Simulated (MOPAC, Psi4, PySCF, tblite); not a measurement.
Two rigid molecules brought together: CH4 ··· CH4O (SMILES C and CO). Monomers: optimised at B3LYP-D3(BJ) (def2-TZVP), held rigid. Orientation: a higher rigid-body minimum at GFN2-xTB. R is the distance of the centres of mass, along which the second monomer moves.

Geometry at R = 4.49 Å (first 5 atoms: monomer A):
```
11

C      0.0000     0.0000     0.0000
H      0.3855    -0.7725     0.6640
H      0.8166     0.4098    -0.5929
H     -0.4532     0.7942     0.5917
H     -0.7489    -0.4315    -0.6627
C     -2.5945    -1.0820     2.5060
O     -3.4933    -1.5527     3.5005
H     -3.0456    -0.3100     1.8728
H     -2.2236    -1.8914     1.8674
H     -1.7469    -0.6432     3.0304
H     -4.2558    -1.9468     3.0658
```

- GFN2-xTB (tblite)
- AM1, restricted, heats of formation (MOPAC)
- RKS-B3LYP/6-31G* = PySCF 2.14.0 with restricted B3LYP/6-31G*, spherical d, no counterpoise correction
- SAPT0/jun-cc-pVDZ, frozen core (Psi4)

Interaction energies in kJ/mol; the last columns give the difference from SAPT0:

```csv
R / Å,GFN2-xTB,AM1,RKS-B3LYP/6-31G*,SAPT0/jun-cc-pVDZ,GFN2-xTB − SAPT0/jun-cc-pVDZ,AM1 − SAPT0/jun-cc-pVDZ,RKS-B3LYP/6-31G* − SAPT0/jun-cc-pVDZ
3.87,2.42,0.11,5.44,3.18,-0.76,-3.08,2.25
4.12,-1.22,0.41,1.67,-0.25,-0.97,0.66,1.92
4.30,-2.08,0.64,0.67,-1.06,-1.02,1.70,1.73
4.49,-2.28,0.67,0.23,-1.27,-1.01,1.94,1.50
4.70,-2.15,0.53,0.07,-1.19,-0.96,1.72,1.26
4.90,-1.89,0.36,0.03,-1.01,-0.87,1.38,1.05
5.16,-1.52,0.18,0.03,-0.78,-0.74,0.96,0.81
5.52,-1.08,0.05,0.03,-0.52,-0.56,0.57,0.56
5.95,-0.71,0.00,0.01,-0.33,-0.38,0.33,0.34
6.71,-0.35,-0.01,-0.02,-0.15,-0.20,0.14,0.14
7.70,-0.16,-0.01,-0.02,-0.07,-0.09,0.06,0.05
8.98,-0.06,0.00,-0.01,-0.03,-0.03,0.02,0.02
```

GFN2-xTB is furthest from SAPT0/jun-cc-pVDZ at 4.30 (-1.02 kJ/mol, below); its mean absolute difference over the points is 0.63 kJ/mol.

AM1 is furthest from SAPT0/jun-cc-pVDZ at 3.87 (-3.08 kJ/mol, below); its mean absolute difference over the points is 1.05 kJ/mol.

RKS-B3LYP/6-31G* is furthest from SAPT0/jun-cc-pVDZ at 3.87 (2.25 kJ/mol, above); its mean absolute difference over the points is 0.97 kJ/mol.
